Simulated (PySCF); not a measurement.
C₅H₆S₂, SMILES c1(S)sc(cc1)C at its GFN2-xTB optimised geometry (Å):

```
13

C     -1.6354    -2.2940    -0.0014
C     -0.6994    -1.1396     0.0000
C      0.6578    -1.1396     0.0000
C      1.2331     0.1525     0.0000
C      0.2949     1.1355    -0.0004
S      0.5967     2.8675    -0.0011
S     -1.3174     0.4880    -0.0004
H     -1.0724    -3.2240     0.0160
H     -2.2901    -2.2623     0.8693
H     -2.2641    -2.2806    -0.8918
H      1.2439    -2.0414     0.0010
H      2.2901     0.3451     0.0006
H     -0.6859     3.2240     0.0101
```

Calculation: PBE/def2-TZVP in PySCF 2.14.0. Cells within 0.4 Å of a nucleus heavier than hydrogen are left out (blank, or x).

Map of the electron localisation function on the plane z = 0.0 Å:

```
|0000000000000000000000000|
|0000000000000000000000000|
|0000000001100012100000000|
|0000000038863466410000000|
|0000000079997588740000000|
|0000000059997x09850000000|
|0000000006992xx7740000000|
|0000000000135235300000000|
|0000003542137972000000000|
|000003688657xx52024200000|
|000004896129xx85799920000|
|000003791x27575x999950000|
|00000147403403xx999940000|
|0000000148853697567600000|
|0000000015xx8xx6200000000|
|0000001248xx8xx8400000000|
|0000014638944699950000000|
|00000146xx620599981000000|
|0000013548950199980000000|
|0000001279991028710000000|
|0000000179994000000000000|
|0000000059993000000000000|
|0000000015630000000000000|
|0000000000000000000000000|
|0000000000000000000000000|
```
Scale: ten equal steps from 0.000 (start of '0') to 1.000 (end of '9'), in the order '0123456789'; x runs from -5.50 to 5.50, y from -5.50 (bottom) to 5.50 (top).
